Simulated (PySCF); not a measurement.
## CrO2Cl2: from structure and modes to constants

All numbers come from PySCF, B3LYP, basis Cr def2-SVP, O def2-SVP, Cl def2-SVP (no relativity, density fitting).

The singlet minimum has C2v symmetry. Masses (u): Cr 51.94051, O 15.99492, Cl 34.96885.

```xyz
5
charge 0 multiplicity 1, angstrom
Cr    0.0000    0.0000    0.3587
O     1.2522    0.0000    1.2538
O    -1.2522    0.0000    1.2538
Cl    0.0000    1.7601   -0.8399
Cl    0.0000   -1.7601   -0.8399
```

Harmonic wavenumbers (cm⁻¹): 142.9 (a1, ×1), 229.8 (b2, ×1), 247.9 (a2, ×1), 285.5 (b1, ×1), 372.1 (a1, ×1), 485.9 (a1, ×1), 498.6 (b1, ×1), 1137.0 (a1, ×1), 1140.0 (b2, ×1).

(1) Find the principal moments of inertia and the rotational constants. What kind of rotor is it?

(2) What is the harmonic zero-point energy?

(3) Find the vibrational entropy and heat capacity at 298.15 K.

(4) Give the standard entropy (298.15 K, 1 bar) by its translational, rotational, vibrational and spin parts, and Cp.

## Answers

(1) About the centre of mass I = 156.46, 266.82, 322.96 u Å². With B = 16.8576/I this gives 0.1077, 0.06318, 0.0522 cm⁻¹. The molecule is an asymmetric top with κ = -0.60.

(2) Half the sum of all 9 wavenumbers, 4540/2 = 2270 cm⁻¹, which is 27.2 kJ/mol (1 cm⁻¹ = 0.0119627 kJ/mol).

(3) With u = 1.43878 ω/T, each mode gives S = R[u/(eᵘ−1) − ln(1−e⁻ᵘ)] and C = R u² eᵘ/(eᵘ−1)².
```tsv
ω (cm⁻¹)	u	S (J/(mol K))	C (J/(mol K))
142.9	0.689	11.57	7.99
229.8	1.109	7.87	7.51
247.9	1.196	7.30	7.39
285.5	1.378	6.28	7.12
372.1	1.796	4.48	6.40
485.9	2.345	2.90	5.36
498.6	2.406	2.77	5.24
1137.0	5.487	0.22	1.05
1140.0	5.501	0.22	1.04
```
The sums over all modes are S = 43.6 and C = 49.1 J/(mol K); the softest mode gives 27 % of the entropy.

(4) Sackur–Tetrode with M = 153.87 u gives 171.7; rotation with symmetry number 2 gives 111.0; vibration 43.6; spin R ln 1 = 0.0. The total is 326.3 J/(mol K), and Cp = 4 R + 49.1 = 82.4 J/(mol K).

Stability towards spin polarisation was not tested. This need not be the most stable arrangement of these atoms.
